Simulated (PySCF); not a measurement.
A geometry optimisation, step by step.

Compound: C3H12N2Si.
Numbering: `[CH3:1][CH2:2][NH:3][N:4]([CH3:5])[SiH3:6]` (hydrogens: H7, H8, H9 on C1; H10, H11 on C2; H12 on N3; H13, H14, H15 on C5; H16, H17, H18 on Si6)

Computed by this run: PySCF 2.14.0, PBE0-D3(BJ)/def2-SVP geometry optimisation, gas phase; density fitting, grid level 1; the optimiser is geomeTRIC in internal coordinates, started from a GFN2-xTB structure. The frame can shift and turn from step to step; on so coarse a grid that alone can change the energy by a few meV, and forces under 0.02 eV/Å are noise.

Step 0: E = -14145.8431 eV, largest atomic force 1.043 eV/Å
```
atom  x, y, z in Å  |  force x, y, z in eV/Å
C1      2.214    0.207   -0.276   -0.450  -0.611   0.139
C2      1.309   -0.965    0.098   -0.107   0.741   0.114
N3     -0.003   -0.608    0.621   -0.188   0.153  -0.362
N4     -0.852   -0.035   -0.371    0.452  -0.869   0.360
C5     -1.769   -1.029   -0.881    0.284   0.416   0.388
Si6    -1.245    1.639   -0.426    0.180  -0.343  -0.044
H7      3.168   -0.161   -0.645    0.447  -0.062  -0.181
H8      2.397    0.839    0.591    0.126   0.296   0.320
H9      1.747    0.808   -1.054   -0.127   0.279  -0.323
H10     1.144   -1.594   -0.780   -0.009  -0.298  -0.174
H11     1.787   -1.575    0.870    0.169  -0.266   0.132
H12     0.102    0.042    1.394   -0.058   0.011   0.180
H13    -2.321   -0.607   -1.716   -0.278   0.088  -0.452
H14    -1.212   -1.902   -1.226    0.095  -0.317  -0.214
H15    -2.478   -1.357   -0.114   -0.290  -0.204   0.212
H16    -2.383    2.042    0.419   -0.455   0.206   0.295
H17    -1.561    1.920   -1.826   -0.227   0.363  -0.548
H18    -0.053    2.342    0.046    0.437   0.416   0.157
```

Step 1: E = -14145.9495 eV, largest atomic force 0.244 eV/Å
```
atom  x, y, z in Å  |  force x, y, z in eV/Å
C1      2.191    0.295   -0.108    0.057   0.084   0.020
C2      1.314   -0.880    0.288   -0.031  -0.225  -0.089
N3     -0.037   -0.586    0.728    0.078   0.185  -0.053
N4     -0.845   -0.033   -0.284   -0.011  -0.070   0.042
C5     -1.793   -0.993   -0.798   -0.019  -0.107  -0.054
Si6    -1.191    1.671   -0.386   -0.089   0.127   0.089
H7      3.174   -0.051   -0.465   -0.042   0.006   0.017
H8      2.364    0.972    0.747   -0.013   0.000  -0.041
H9      1.727    0.880   -0.918    0.026  -0.026   0.011
H10     1.216   -1.576   -0.565    0.070   0.043   0.065
H11     1.796   -1.459    1.096   -0.029   0.035  -0.011
H12    -0.037   -0.003    1.564   -0.060  -0.038   0.003
H13    -2.358   -0.554   -1.638    0.021   0.011   0.037
H14    -1.267   -1.883   -1.188   -0.043   0.043   0.011
H15    -2.514   -1.341   -0.033    0.016   0.037  -0.015
H16    -2.348    2.103    0.480    0.046  -0.015  -0.018
H17    -1.552    2.049   -1.789    0.032  -0.053   0.003
H18     0.010    2.429    0.075   -0.008  -0.036  -0.016
```

Step 2: E = -14145.9540 eV, largest atomic force 0.100 eV/Å
```
atom  x, y, z in Å  |  force x, y, z in eV/Å
C1      2.201    0.300   -0.109    0.013   0.019   0.006
C2      1.327   -0.879    0.290   -0.060  -0.015   0.003
N3     -0.030   -0.585    0.719   -0.022   0.037  -0.082
N4     -0.851   -0.042   -0.287    0.071   0.034  -0.024
C5     -1.810   -0.991   -0.805    0.029  -0.069   0.066
Si6    -1.197    1.663   -0.377   -0.012   0.054   0.004
H7      3.193   -0.045   -0.441    0.005  -0.003   0.004
H8      2.353    0.994    0.734   -0.015   0.001  -0.008
H9      1.750    0.865   -0.938    0.001  -0.005  -0.012
H10     1.253   -1.586   -0.554   -0.006   0.005   0.011
H11     1.800   -1.441    1.113   -0.001   0.013   0.006
H12    -0.043   -0.004    1.555   -0.011  -0.071   0.019
H13    -2.373   -0.533   -1.635    0.006   0.010   0.011
H14    -1.301   -1.883   -1.208    0.000   0.007   0.003
H15    -2.531   -1.333   -0.039   -0.013  -0.002  -0.002
H16    -2.342    2.097    0.499    0.011  -0.006   0.005
H17    -1.563    2.031   -1.780    0.001  -0.006  -0.005
H18     0.014    2.410    0.071    0.002  -0.002  -0.003
```

Step 3: E = -14145.9557 eV, largest atomic force 0.174 eV/Å
```
atom  x, y, z in Å  |  force x, y, z in eV/Å
C1      2.206    0.305   -0.100   -0.015  -0.036  -0.015
C2      1.329   -0.880    0.279   -0.038   0.125   0.080
N3     -0.033   -0.590    0.694    0.066   0.074   0.008
N4     -0.850   -0.035   -0.304    0.041  -0.168  -0.013
C5     -1.811   -0.995   -0.797   -0.074   0.110  -0.047
Si6    -1.199    1.671   -0.383    0.032  -0.026  -0.034
H7      3.206   -0.036   -0.409    0.031  -0.004  -0.001
H8      2.333    1.002    0.743   -0.013   0.005   0.017
H9      1.772    0.864   -0.942   -0.011   0.005  -0.020
H10     1.276   -1.584   -0.567   -0.046  -0.028  -0.035
H11     1.789   -1.442    1.109    0.028  -0.005   0.012
H12    -0.060   -0.032    1.544    0.029  -0.056   0.051
H13    -2.391   -0.542   -1.617   -0.040  -0.014  -0.035
H14    -1.308   -1.887   -1.204    0.036  -0.007   0.003
H15    -2.518   -1.332   -0.016   -0.004  -0.008   0.011
H16    -2.328    2.104    0.512   -0.015   0.005   0.020
H17    -1.582    2.032   -1.782   -0.014   0.014  -0.002
H18     0.021    2.413    0.046    0.007   0.014   0.001
```

Step 4: E = -14145.9581 eV, largest atomic force 0.079 eV/Å
```
atom  x, y, z in Å  |  force x, y, z in eV/Å
C1      2.197    0.316   -0.102   -0.002  -0.033  -0.023
C2      1.331   -0.876    0.282    0.002   0.061   0.050
N3     -0.031   -0.598    0.695    0.009   0.030  -0.040
N4     -0.848   -0.046   -0.305    0.012  -0.051   0.010
C5     -1.819   -0.995   -0.799   -0.024   0.050  -0.006
Si6    -1.186    1.663   -0.384    0.030  -0.018  -0.019
H7      3.202   -0.016   -0.405    0.013  -0.002   0.006
H8      2.313    1.019    0.738   -0.006   0.007   0.010
H9      1.759    0.865   -0.949    0.004  -0.002  -0.007
H10     1.282   -1.583   -0.562   -0.019  -0.022  -0.023
H11     1.797   -1.430    1.114    0.028  -0.004   0.001
H12    -0.063   -0.051    1.553   -0.018  -0.021   0.036
H13    -2.395   -0.538   -1.620   -0.011  -0.005  -0.011
H14    -1.321   -1.891   -1.205    0.014  -0.015   0.001
H15    -2.530   -1.327   -0.019   -0.002  -0.006   0.004
H16    -2.305    2.103    0.519   -0.011   0.005   0.013
H17    -1.576    2.026   -1.781   -0.012   0.010   0.002
H18     0.042    2.397    0.036   -0.009   0.016  -0.003
```

Step 5: E = -14145.9596 eV, largest atomic force 0.046 eV/Å
```
atom  x, y, z in Å  |  force x, y, z in eV/Å
C1      2.203    0.318   -0.107   -0.014   0.003  -0.014
C2      1.337   -0.870    0.288    0.004  -0.018   0.001
N3     -0.029   -0.599    0.691   -0.013   0.017  -0.031
N4     -0.846   -0.050   -0.310    0.017   0.038   0.019
C5     -1.824   -0.994   -0.804    0.014  -0.010   0.009
Si6    -1.186    1.660   -0.383    0.013  -0.021   0.002
H7      3.214   -0.015   -0.390   -0.009  -0.002   0.011
H8      2.303    1.036    0.723    0.002   0.007  -0.003
H9      1.774    0.850   -0.969    0.004   0.002   0.002
H10     1.292   -1.586   -0.550    0.008  -0.008   0.002
H11     1.804   -1.413    1.128    0.002  -0.002  -0.010
H12    -0.076   -0.071    1.560   -0.029  -0.003   0.001
H13    -2.401   -0.536   -1.624    0.017   0.001   0.009
H14    -1.327   -1.891   -1.209   -0.011  -0.010   0.001
H15    -2.535   -1.324   -0.022    0.001  -0.001   0.000
H16    -2.294    2.095    0.539    0.001   0.001   0.003
H17    -1.599    2.026   -1.773   -0.006   0.000   0.005
H18     0.042    2.403    0.021    0.000   0.005  -0.007
```

Step 6: E = -14145.9599 eV, largest atomic force 0.049 eV/Å
```
atom  x, y, z in Å  |  force x, y, z in eV/Å
C1      2.198    0.327   -0.108   -0.002   0.001  -0.007
C2      1.342   -0.866    0.290    0.015  -0.018  -0.006
N3     -0.028   -0.606    0.682   -0.017  -0.011   0.002
N4     -0.842   -0.057   -0.318   -0.016   0.046  -0.005
C5     -1.830   -0.995   -0.805    0.016  -0.011   0.000
Si6    -1.177    1.656   -0.384    0.003  -0.012   0.008
H7      3.218    0.002   -0.368   -0.005   0.002   0.005
H8      2.275    1.060    0.711    0.006   0.001  -0.004
H9      1.778    0.840   -0.987    0.005  -0.002   0.006
H10     1.312   -1.590   -0.543    0.008   0.002   0.009
H11     1.809   -1.398    1.137   -0.004   0.000  -0.008
H12    -0.095   -0.099    1.562   -0.008   0.005  -0.005
H13    -2.406   -0.535   -1.624    0.013  -0.001   0.006
H14    -1.342   -1.897   -1.209   -0.008  -0.002   0.004
H15    -2.540   -1.317   -0.019    0.000   0.000  -0.001
H16    -2.264    2.091    0.562    0.004   0.001   0.001
H17    -1.619    2.021   -1.765   -0.005  -0.002   0.003
H18     0.060    2.398   -0.008   -0.005   0.002  -0.008
```

Step 7: E = -14145.9601 eV, largest atomic force 0.020 eV/Å
```
atom  x, y, z in Å  |  force x, y, z in eV/Å
C1      2.202    0.327   -0.108   -0.002   0.002   0.000
C2      1.343   -0.865    0.292    0.004  -0.006  -0.009
N3     -0.028   -0.604    0.678   -0.010  -0.009   0.015
N4     -0.841   -0.056   -0.322   -0.006   0.016  -0.009
C5     -1.829   -0.994   -0.806    0.007  -0.006  -0.008
Si6    -1.179    1.656   -0.385   -0.003  -0.004   0.009
H7      3.224    0.001   -0.358   -0.001   0.001  -0.001
H8      2.271    1.066    0.706    0.003  -0.001  -0.001
H9      1.788    0.834   -0.993   -0.001  -0.001   0.003
H10     1.318   -1.592   -0.538    0.004   0.003   0.004
H11     1.808   -1.393    1.142   -0.004  -0.001   0.000
H12    -0.102   -0.104    1.561    0.003   0.008  -0.006
H13    -2.405   -0.537   -1.627    0.004  -0.001   0.000
H14    -1.343   -1.899   -1.207   -0.002   0.001   0.004
H15    -2.539   -1.314   -0.019   -0.002   0.001  -0.001
H16    -2.254    2.090    0.576    0.006   0.002   0.002
H17    -1.642    2.019   -1.759   -0.004  -0.004   0.001
H18     0.060    2.403   -0.027    0.002   0.000  -0.006
```

Q: Summarise the path.

A: The energy falls by 0.1170 eV from step 0 to step 7; nine tenths of that is first reached at step 1. It falls at every step. The largest force goes from 1.043 to 0.020 eV/Å. Among the bonds Si6–H17 changes most (a near tie, within 0.001 Å, with another), from 1.463 to 1.495 Å; the atoms move by 0.147 Å rms after alignment.

The cost below is that of the whole optimisation. Time: 56 s of wall time; peak memory 0.63 GiB. Hardware: one thread, AMD EPYC 7R43 (x86_64), no GPU, shared host with 256 logical CPUs at a one-minute load of 105.
